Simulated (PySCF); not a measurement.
Work out the structure from these simulated measurements.

Formula: C9H10.

| Quantity | Value |
| --- | --- |
| Triplet | lowest triplet excitation (Tamm–Dancoff): 3.99 eV [TDA CAM-B3LYP/def2-SVPD] |
| 1H NMR | chemical shifts (computed TMS as zero) by class: 7.03 (2 H), 6.94 (1 H), 6.73 (2 H), 1.42 (1 H), 1.06 (2 H), 0.57 (2 H) ppm [GIAO KT2/pcSseg-1] |
| Rotational structure | rotational constants A, B, C: 4.245, 1.108, 0.943 GHz [PBE0-D3(BJ)/def2-SVP] |
| 13C NMR | chemical shifts (computed TMS as zero) by class: 140.4 (1 C), 123.1 (2 C), 120.5 (1 C), 118.8 (2 C), 18.1 (1 C), 15.0 (2 C) ppm [GIAO KT2/pcSseg-1] |
| Dipole | 0.55 D [CAM-B3LYP/def2-SVPD] |
| Polarisability | 101.8 au [CAM-B3LYP/def2-SVPD] |
| UV, strongest line | among the 10 lowest singlet transitions: S5 at 6.87 eV (181 nm, f = 0.814) [TDDFT CAM-B3LYP/def2-SVPD] |
| UV, first state | lowest singlet excitation: 5.30 eV (234 nm, f = 0.007) [TDDFT CAM-B3LYP/def2-SVPD] |
| Valence photoelectron | vertical ionisation energy: 8.48 eV [ΔSCF CAM-B3LYP/def2-SVPD] |

The electronic properties come from PySCF, for the isolated species, density fitting. Levels stand in brackets. One conformer (not necessarily the lowest) at the PBE0-D3(BJ)/def2-SVP geometry, without solvent, vibrations or thermal averaging. NMR values are class means; diastereotopic atoms form classes of their own.

Task: What is the compound? Reason from the data.

Result: Numbering: `[cH:1]1[cH:2][cH:3][c:4]([CH:5]2[CH2:6][CH2:7]2)[cH:8][cH:9]1`. Its formula, C9H10, gives 5 degrees of unsaturation: 2 rings and 3 π bonds in the structure found (Kekulé form). 9 carbons fall into 6 classes; from least to most shielded: substituted aromatic carbon [C4] (140.4 ppm), aromatic CH carbon [C2/C9] (123.1 ppm, 2 C), aromatic CH carbon [C1] (120.5 ppm), aromatic CH carbon [C3/C8] (118.8 ppm, 2 C, up to 10.0 ppm apart in this geometry), benzylic-type carbon [C5] (18.1 ppm), three-membered-ring carbon [C6/C7] (15.0 ppm, 2 C). Hydrogen classes from least to most shielded: 2 H on the meta carbons, C2/C9 (7.03 ppm), 1 H on the para carbon, C1 (6.94 ppm), 2 H on the ortho carbons, C3/C8 (6.73 ppm, a mean of values up to 0.8 ppm apart in this geometry), 1 H on a benzylic-type carbon, C5 (1.42 ppm), 2 H on 2 three-membered-ring carbons, C6/C7 (1.06 ppm), 2 H on 2 three-membered-ring carbons, C6/C7 (0.57 ppm). The first electron is taken from the HOMO, whose largest Löwdin shares are 0.19 on an aromatic CH carbon, 0.18 on the substituted aromatic carbon and 0.10 on each of 2 atoms of one kind (aromatic CH carbon). The optimised geometry has point group Cs and is an asymmetric top. Structure: `C1=CC=C(C2CC2)C=C1`. Computed isomers that give other values at the same levels: `C=C(C)/C=C/C1=CC1=C` (rotational constant A: 3.931 GHz; this holds for the one conformer computed); `C#CC#CCC(=C)CC` (rotational constant A: 3.001 GHz; this holds for the one conformer computed); `C=CC1=CC=CCC=C1` (rotational constant A: 3.388 GHz; this holds for the one conformer computed). The assignments are read from this structure; whether some other isomer fits the data as well wasn't checked.

Conformer computed: `[cH:1]1[cH:2][cH:3][c:4]([CH:5]2[CH2:6][CH2:7]2)[cH:8][cH:9]1`: C3–C4–C5–C6 -145°.
